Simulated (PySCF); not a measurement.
Record of a relaxation.

Compound: C₉H₁₃F.
Bonds: F1–C2, C2–C3 (double), C3–C4 (double), C4–C5, C5–C6, C6–C7, C7–C8, C8–C9, C9–C10, C2–C10. Hydrogens: H11 on C4; H12, H13 on C5; H14, H15 on C6; H16, H17 on C7; H18, H19 on C8; H20, H21 on C9; H22, H23 on C10.

Method: PBE0-D3(BJ)/def2-SVP geometry optimisation, gas phase (PySCF); density fitting, grid level 2; the optimiser is geomeTRIC in internal coordinates, started from a GFN2-xTB structure. 4 of its 7 geometries are shown. The frame can shift and turn from step to step; on so coarse a grid that alone can change the energy by a few meV, and forces under 0.02 eV/Å are noise.

Step 0: E = -12237.7660 eV, largest atomic force 1.304 eV/Å
```
atom  x, y, z in Å  |  force x, y, z in eV/Å
F1      1.360   -2.820   -0.876   -0.283   0.455   0.354
C2      0.839   -1.867   -0.046    0.001  -1.262  -0.326
C3      1.493   -0.769    0.191    0.190  -0.267   0.007
C4      2.001    0.404    0.420    0.154   0.626  -0.342
C5      1.679    1.618   -0.412   -0.471  -0.002   0.338
C6      0.216    2.064   -0.274    0.191  -0.409  -0.423
C7     -0.784    0.981   -0.700    0.085   0.287   0.671
C8     -1.356    0.171    0.474   -0.082  -0.296  -0.668
C9     -1.629   -1.299    0.124    0.377   0.126   0.487
C10    -0.491   -2.237    0.549   -0.084   0.431  -0.485
H11     2.685    0.543    1.247    0.348   0.003   0.487
H12     2.333    2.440   -0.118    0.249   0.229   0.000
H13     1.871    1.392   -1.464    0.124  -0.004  -0.304
H14     0.087    2.949   -0.900   -0.036   0.336  -0.106
H15     0.019    2.363    0.758   -0.090   0.203   0.325
H16    -0.290    0.312   -1.404    0.074  -0.194  -0.312
H17    -1.614    1.448   -1.236   -0.246   0.083  -0.226
H18    -0.666    0.204    1.317    0.135   0.091   0.343
H19    -2.285    0.642    0.802   -0.236   0.175   0.181
H20    -1.804   -1.394   -0.949   -0.138  -0.081  -0.349
H21    -2.534   -1.637    0.633   -0.302  -0.143   0.072
H22    -0.723   -3.257    0.236    0.026  -0.314  -0.014
H23    -0.412   -2.224    1.639    0.013  -0.072   0.288
```

Step 2: E = -12237.8463 eV, largest atomic force 0.058 eV/Å
```
atom  x, y, z in Å  |  force x, y, z in eV/Å
F1      1.177   -3.462   -0.268    0.011  -0.045  -0.007
C2      0.742   -2.544    0.615   -0.013   0.052   0.021
C3      1.435   -1.456    0.853   -0.017   0.012   0.010
C4      1.939   -0.270    1.099   -0.008   0.007   0.005
C5      1.572    0.976    0.322    0.015  -0.007  -0.014
C6      0.114    1.431    0.466   -0.009  -0.008   0.019
C7     -0.925    0.381    0.049    0.007  -0.019  -0.007
C8     -1.495   -0.470    1.198    0.010   0.012   0.013
C9     -1.738   -1.947    0.861    0.008   0.002  -0.015
C10    -0.582   -2.876    1.247    0.016  -0.021  -0.018
H11     2.663   -0.161    1.919    0.002  -0.005  -0.005
H12     2.241    1.796    0.624   -0.005   0.002   0.003
H13     1.773    0.793   -0.747    0.002   0.004   0.001
H14    -0.002    2.337   -0.151    0.001  -0.003  -0.006
H15    -0.078    1.752    1.505   -0.002   0.000  -0.005
H16    -0.474   -0.276   -0.712   -0.007   0.004  -0.004
H17    -1.762    0.881   -0.464   -0.001   0.009   0.012
H18    -0.820   -0.415    2.069   -0.009   0.003   0.000
H19    -2.439   -0.014    1.538   -0.004  -0.003  -0.010
H20    -1.960   -2.054   -0.214   -0.001   0.001   0.007
H21    -2.635   -2.309    1.390    0.001   0.002   0.006
H22    -0.819   -3.916    0.971   -0.004   0.004  -0.002
H23    -0.469   -2.860    2.344    0.007  -0.003  -0.002
```

Step 4: E = -12237.8467 eV, largest atomic force 0.050 eV/Å
```
atom  x, y, z in Å  |  force x, y, z in eV/Å
F1      1.204   -3.467   -0.248   -0.021   0.010   0.011
C2      0.749   -2.541    0.619    0.038  -0.032  -0.008
C3      1.435   -1.448    0.856   -0.012   0.016  -0.002
C4      1.936   -0.261    1.100    0.005  -0.001  -0.010
C5      1.568    0.982    0.320   -0.005   0.000   0.010
C6      0.108    1.431    0.465    0.008  -0.002  -0.013
C7     -0.929    0.379    0.050    0.004   0.010   0.008
C8     -1.496   -0.475    1.198   -0.001  -0.011  -0.012
C9     -1.733   -1.953    0.858    0.005   0.001   0.022
C10    -0.575   -2.880    1.244   -0.006   0.016  -0.004
H11     2.657   -0.150    1.922   -0.003   0.003   0.010
H12     2.232    1.805    0.623    0.002   0.002   0.001
H13     1.771    0.800   -0.749   -0.004  -0.002  -0.002
H14    -0.011    2.336   -0.152   -0.002   0.002  -0.002
H15    -0.084    1.752    1.504   -0.002   0.003   0.005
H16    -0.482   -0.274   -0.716   -0.001  -0.003  -0.005
H17    -1.769    0.882   -0.457   -0.002   0.002   0.000
H18    -0.825   -0.418    2.071    0.002   0.004   0.005
H19    -2.443   -0.024    1.535   -0.004  -0.004  -0.003
H20    -1.955   -2.058   -0.217   -0.001  -0.003  -0.007
H21    -2.628   -2.318    1.386    0.001  -0.002   0.000
H22    -0.809   -3.919    0.964    0.002  -0.001  -0.009
H23    -0.464   -2.866    2.340   -0.003  -0.009   0.006
```

Step 6: E = -12237.8471 eV, largest atomic force under 0.02 eV/Å
```
atom  x, y, z in Å  |  force x, y, z in eV/Å
F1      1.238   -3.463   -0.235    0.003   0.002   0.003
C2      0.769   -2.538    0.624   -0.007  -0.001  -0.006
C3      1.439   -1.435    0.861    0.011  -0.005  -0.002
C4      1.929   -0.244    1.107   -0.003  -0.007   0.004
C5      1.557    0.994    0.321   -0.003   0.010   0.005
C6      0.095    1.435    0.462    0.001   0.001   0.005
C7     -0.937    0.376    0.050   -0.003   0.002   0.001
C8     -1.497   -0.485    1.198    0.001  -0.001  -0.003
C9     -1.720   -1.964    0.858    0.001   0.001  -0.009
C10    -0.557   -2.888    1.239    0.002   0.004   0.011
H11     2.639   -0.125    1.938   -0.005   0.003  -0.002
H12     2.216    1.823    0.623    0.002   0.000  -0.005
H13     1.763    0.809   -0.747   -0.002  -0.001   0.001
H14    -0.030    2.336   -0.160    0.002  -0.001   0.001
H15    -0.100    1.760    1.499   -0.003   0.001  -0.002
H16    -0.490   -0.273   -0.720    0.001   0.002   0.001
H17    -1.782    0.876   -0.451    0.001  -0.004  -0.003
H18    -0.831   -0.418    2.074   -0.001  -0.002  -0.002
H19    -2.452   -0.045    1.529    0.003   0.002   0.004
H20    -1.940   -2.068   -0.219   -0.003  -0.003   0.003
H21    -2.613   -2.337    1.384    0.000   0.002   0.001
H22    -0.785   -3.924    0.945    0.002  -0.001  -0.001
H23    -0.453   -2.888    2.337    0.000  -0.002  -0.004
```

Question: Summarise the path.

Answer: The energy falls by 0.0811 eV from step 0 to step 6; nine tenths of that is first reached at step 1. It falls at every step. The largest force goes from 1.304 to under 0.02 eV/Å. Among the bonds F1–C2 changes most, from 1.367 to 1.347 Å; the atoms move by 0.049 Å rms after alignment.

Question: Follow the three bonds and two angles with the largest change from start to end.

Answer: 
```json
{"step": "0", "E above end (eV)": "0.0811", "largest force (eV/Å)": "1.304", "F1–C2 (Å)": "1.367", "C4–H11 (Å)": "1.083", "C3=C4 (Å)": "1.298", "C4–C5–C6 (°)": "112.8", "C2–C10–C9 (°)": "113.3"}
{"step": "1", "E above end (eV)": "0.0047", "largest force (eV/Å)": "0.272", "F1–C2 (Å)": "1.342", "C4–H11 (Å)": "1.101", "C3=C4 (Å)": "1.311", "C4–C5–C6 (°)": "115.4", "C2–C10–C9 (°)": "115.3"}
{"step": "2", "E above end (eV)": "0.0008", "largest force (eV/Å)": "0.058", "F1–C2 (Å)": "1.346", "C4–H11 (Å)": "1.099", "C3=C4 (Å)": "1.312", "C4–C5–C6 (°)": "115.3", "C2–C10–C9 (°)": "115.1"}
{"step": "3", "E above end (eV)": "0.0004", "largest force (eV/Å)": "0.028", "F1–C2 (Å)": "1.347", "C4–H11 (Å)": "1.099", "C3=C4 (Å)": "1.312", "C4–C5–C6 (°)": "115.1", "C2–C10–C9 (°)": "115.1"}
{"step": "4", "E above end (eV)": "0.0003", "largest force (eV/Å)": "0.050", "F1–C2 (Å)": "1.348", "C4–H11 (Å)": "1.099", "C3=C4 (Å)": "1.312", "C4–C5–C6 (°)": "115.0", "C2–C10–C9 (°)": "115.1"}
{"step": "5", "E above end (eV)": "0.0001", "largest force (eV/Å)": "0.033", "F1–C2 (Å)": "1.348", "C4–H11 (Å)": "1.099", "C3=C4 (Å)": "1.312", "C4–C5–C6 (°)": "115.0", "C2–C10–C9 (°)": "115.2"}
{"step": "6", "E above end (eV)": "0.0000", "largest force (eV/Å)": "under 0.02", "F1–C2 (Å)": "1.347", "C4–H11 (Å)": "1.100", "C3=C4 (Å)": "1.312", "C4–C5–C6 (°)": "114.9", "C2–C10–C9 (°)": "115.3"}
```

What follows is the cost of the whole optimisation. Hardware: Arm Neoverse V1, one thread, shared host with 64 logical CPUs at a one-minute load of 52. Cost: 2.9 min of wall time, 0.98 GiB resident at most.
